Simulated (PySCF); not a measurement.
Species: C₃H₁₃NSi₂.
Z-matrix (Å and degrees, PBE0-D3(BJ)/def2-SVP geometry), rows numbered from 1:
```
C 
C   1  1.5194
C   2  1.5253  1  112.63
N   3  1.4636  2  114.32  1   179.86
Si  4  1.7450  3  117.64  2    85.93
Si  4  1.7445  3  117.30  2   -90.24
H   1  1.1021  2  111.36  3    59.76
H   1  1.1021  2  111.38  3   -60.02
H   1  1.0999  2  111.53  3   179.85
H   2  1.1036  1  110.13  3  -121.80
H   2  1.1035  1  110.24  3   121.74
H   3  1.1067  2  109.09  1    57.15
H   3  1.1068  2  109.19  1   -57.25
H   5  1.4977  4  109.22  3    50.64
H   5  1.4994  4  113.40  3   -68.33
H   5  1.4911  4  108.52  3   171.12
H   6  1.4912  4  108.51  3  -173.55
H   6  1.4995  4  113.02  3    65.97
H   6  1.4977  4  109.59  3   -53.02
```

Level: CAM-B3LYP/def2-SVPD in PySCF, non-relativistic, on one gas-phase PBE0-D3(BJ)/def2-SVP geometry that isn't relaxed in the solvent. The solvent is an IEF-PCM continuum (van der Waals radii × 1.2), and excitations are vertical TDDFT with non-equilibrium linear response and a frozen core. Specific hydrogen bonds and non-electrostatic terms are outside this model.

Gas-phase singlets (H = HOMO, L = LUMO):

```json
{"state": "S1", "E (eV)": "6.114", "λ (nm)": "203", "f": "0.001", "leading configurations": "H→L 66%, H→L+1 27%"}
{"state": "S2", "E (eV)": "6.642", "λ (nm)": "187", "f": "0.010", "leading configurations": "H→L+2 70%, H→L+4 10%"}
{"state": "S3", "E (eV)": "6.901", "λ (nm)": "180", "f": "0.035", "leading configurations": "H→L+1 60%, H→L 28%"}
{"state": "S4", "E (eV)": "7.335", "λ (nm)": "169", "f": "0.005", "leading configurations": "H→L+6 43%, H→L+3 38%"}
{"state": "S5", "E (eV)": "7.354", "λ (nm)": "169", "f": "0.004", "leading configurations": "H→L+4 50%, H→L+5 30%"}
```

Q: Give the list for chloroform (ε = 4.711), n² = 2.09.

A: 
| state | E (eV) | λ (nm) | f | leading configurations | change by rank (eV) |
| --- | --- | --- | --- | --- | --- |
| S1 | 6.108 | 203 | 0.001 | H→L 64%, H→L+1 30% | -0.006 |
| S2 | 6.615 | 187 | 0.019 | H→L+2 60%, H→L+1 17%, H→L+5 9% | -0.027 |
| S3 | 6.880 | 180 | 0.039 | H→L+1 46%, H→L 27%, H→L+2 14% | -0.021 |
| S4 | 7.306 | 170 | 0.006 | H→L+3 55%, H→L+6 32% | -0.029 |
| S5 | 7.324 | 169 | 0.006 | H→L+4 63%, H→L+5 28% | -0.030 |

Q: What are the lowest 5 singlets in dichloromethane (ε = 8.93)?

A: 
```csv
state,E (eV),λ (nm),f,leading configurations,change by rank (eV)
S1,6.109,203,0.001,"H→L 63%, H→L+1 32%",-0.005
S2,6.614,187,0.020,"H→L+2 58%, H→L+1 19%, H→L+5 9%",-0.028
S3,6.882,180,0.037,"H→L+1 43%, H→L 27%, H→L+2 17%",-0.019
S4,7.304,170,0.006,"H→L+3 58%, H→L+6 31%",-0.031
S5,7.322,169,0.007,"H→L+4 64%, H→L+5 27%",-0.032
```

Q: How do the frontier levels move from gas to dichloromethane?

A: 
| orbital | gas (eV) | solvent (eV) | change (eV) |
| --- | --- | --- | --- |
| LUMO+2 | 1.48 | 1.63 | +0.15 |
| LUMO+1 | 1.26 | 1.33 | +0.07 |
| LUMO | 1.04 | 1.17 | +0.13 |
| HOMO | -8.29 | -8.19 | +0.10 |
| HOMO-1 | -10.49 | -10.29 | +0.20 |
| HOMO-2 | -10.71 | -10.64 | +0.07 |
| HOMO-3 | -11.03 | -10.91 | +0.12 |

The HOMO–LUMO gap goes from 9.34 to 9.35 eV. Rows go by rank; for HOMO-3 and HOMO-2 the atom shares or the degeneracy differ between the runs, so the row needn't follow one orbital.
